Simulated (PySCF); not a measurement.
H₂O₃Ti, SMILES [O]=[Ti]([OH])[OH], multiplicity 1. Atoms are numbered in the order given.

```xyz
6

Ti    -0.1078    -0.0440     0.0000
O      0.0951    -1.6247     0.0000
O      0.0681     0.8141    -1.5871
H      0.2612     0.4702    -2.4638
O      0.0681     0.8141     1.5871
H      0.2612     0.4702     2.4638
```
Charge 0, spin multiplicity 1.

Coordinates come from a PBE0-D3(BJ)/def2-SVP optimisation. The spin state was assumed, not searched. The values are those of a single conformer.

All values below come from KT2/pcSseg-1 (PySCF).

GIAO shieldings, no solvent; atoms alike by connectivity are averaged. δ = σ(ref) − σ: ¹⁷O against H2O (σ = 330.4 ppm); ¹H against TMS (σ = 31.47 ppm), references at their B3LYP-D3(BJ)/def2-TZVP geometries, non-relativistic.

```csv
atoms,nucleus,count,δ (ppm)
O2,¹⁷O,1,1086.6
"O3, O5",¹⁷O,2,364.5
"H4, H6",¹H,2,(withheld)
```

Task: What belongs in the gaps? (Estimate from the structure and the level; the computed values follow.)

Result: 
- H4, H6, δ (ppm): 11.42
